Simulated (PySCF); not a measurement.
## Radial density of Ti (titanium, neutral)

UHF, [Ar] 3d2 4s2, high-spin 3F determinant. Calculation: PySCF 2.14, in jorge-DZP-DKH; the spin-free X2C one-electron Hamiltonian (Gaussian nucleus).

```json
{"r (bohr)": "0.00123", "4πr²ρ (e/bohr)": "0.1762", "4πr²(ρα − ρβ)": "0.0000"}
{"r (bohr)": "0.00206", "4πr²ρ (e/bohr)": "0.4460", "4πr²(ρα − ρβ)": "0.0000"}
{"r (bohr)": "0.00347", "4πr²ρ (e/bohr)": "1.115", "4πr²(ρα − ρβ)": "0.0000"}
{"r (bohr)": "0.00584", "4πr²ρ (e/bohr)": "2.698", "4πr²(ρα − ρβ)": "0.0000"}
{"r (bohr)": "0.00982", "4πr²ρ (e/bohr)": "6.137", "4πr²(ρα − ρβ)": "0.0001"}
{"r (bohr)": "0.0165", "4πr²ρ (e/bohr)": "12.50", "4πr²(ρα − ρβ)": "0.0001"}
{"r (bohr)": "0.0278", "4πr²ρ (e/bohr)": "21.10", "4πr²(ρα − ρβ)": "0.0000"}
{"r (bohr)": "0.0468", "4πr²ρ (e/bohr)": "26.18", "4πr²(ρα − ρβ)": "-0.0010"}
{"r (bohr)": "0.0786", "4πr²ρ (e/bohr)": "21.94", "4πr²(ρα − ρβ)": "-0.0047"}
{"r (bohr)": "0.132", "4πr²ρ (e/bohr)": "20.60", "4πr²(ρα − ρβ)": "-0.0061"}
{"r (bohr)": "0.222", "4πr²ρ (e/bohr)": "28.09", "4πr²(ρα − ρβ)": "0.0493"}
{"r (bohr)": "0.374", "4πr²ρ (e/bohr)": "16.16", "4πr²(ρα − ρβ)": "0.3113"}
{"r (bohr)": "0.629", "4πr²ρ (e/bohr)": "8.221", "4πr²(ρα − ρβ)": "0.9362"}
{"r (bohr)": "1.06", "4πr²ρ (e/bohr)": "9.286", "4πr²(ρα − ρβ)": "1.3058"}
{"r (bohr)": "1.78", "4πr²ρ (e/bohr)": "2.543", "4πr²(ρα − ρβ)": "0.7620"}
{"r (bohr)": "3.00", "4πr²ρ (e/bohr)": "0.7940", "4πr²(ρα − ρβ)": "0.1735"}
{"r (bohr)": "5.04", "4πr²ρ (e/bohr)": "0.2956", "4πr²(ρα − ρβ)": "-0.0181"}
{"r (bohr)": "8.47", "4πr²ρ (e/bohr)": "0.01071", "4πr²(ρα − ρβ)": "-0.0027"}
```

Densities and radii are taken from the X2C orbitals without a picture-change correction, which distorts them close to the nucleus.

Task: Where is the radial spin density 4πr²(ρα − ρβ) most negative, and why is it negative at all?

Result: Around r = 5.04 bohr, down to -0.0181 e/bohr: exchange with the open shell polarises the paired shells in an unrestricted calculation.
